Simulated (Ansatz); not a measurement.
Geometry optimisation, UHF/def2-SVP in Ansatz 0.2.0.

Input:

```yaml
crystal:
  periodic: [false, false, false]
  atoms:
    - { symbol: W, position_ang: [0.092455, 0.055231, 0.03869] }
    - { symbol: F, position_ang: [-0.234818, -0.44511, 1.778971] }
    - { symbol: Cl, position_ang: [2.239306, -0.864536, 0.154625] }
    - { symbol: F, position_ang: [-0.934211, 1.603495, 0.39087] }
    - { symbol: H, position_ang: [-1.39087, -0.448872, -0.477469] }
    - { symbol: H, position_ang: [-0.125092, -1.484683, -0.517237] }
    - { symbol: F, position_ang: [0.48403, 0.756403, -1.59791] }
    - { symbol: O, position_ang: [0.441242, 0.288251, 4.00716] }
    - { symbol: H, position_ang: [-0.416439, -0.13128, 4.069398] }
magnetization:
  spin_polarized: true
  initial_magnetization: 1
basis:
  gaussian: { orbitals: def2-SVP }
hamiltonian:
  xc: hf
relax:
  f_tol: 0.03
  max_steps: 50
```

Command:

```bash
$ ansatz run input.yaml --threads 4 --pin off --max-ram 5120MiB --backend cpu --events-out ev --progress --plain --runs-dir out
```

Task: Where does it end, and by what steps?

Result: The run converged. After 21 steps the energy has fallen by 0.680 eV; O8 moved furthest, 1.55 Å. Joined: W1–O8 (3.99 → 2.40 Å).

```tsv
step	energy less start (eV)	largest force component (eV/Å)	accepted
0	0.0000	0.652	yes
1	-0.0583	0.270	yes
2	-0.0846	0.489	yes
3	-0.0269	1.847	no
4	-0.1018	0.616	yes
5	-0.1158	0.463	yes
6	-0.1301	0.240	yes
7	-0.1521	0.454	yes
8	-0.1768	0.718	yes
9	-0.2176	0.760	yes
10	-0.2805	0.751	yes
11	-0.3628	0.734	yes
12	-0.4810	0.672	yes
13	-0.5952	0.596	yes
14	-0.6250	0.475	yes
15	-0.6153	1.615	no
16	-0.6518	0.240	yes
17	-0.6709	0.157	yes
18	-0.6768	0.120	yes
19	-0.6790	0.093	yes
20	-0.6797	0.036	yes
21	-0.6800	0.021	yes
```

```xyz
9
Properties=species:S:1:pos:R:3
W -0.095 -0.111 0.480
F -0.976 -1.315 1.550
Cl 1.942 -1.310 0.849
F -1.450 1.160 0.936
H -1.168 -0.302 -0.763
H 0.015 -1.179 -0.777
F 0.820 1.208 -0.386
O 0.643 0.811 2.567
H 0.424 0.368 3.392
```

Whether the end is a true minimum wasn't checked by a vibrational analysis.

Time of the run: 75 s on 4 threads of AMD EPYC 7B13 (Zen 3) (shared host), peak memory 0.47 GiB.
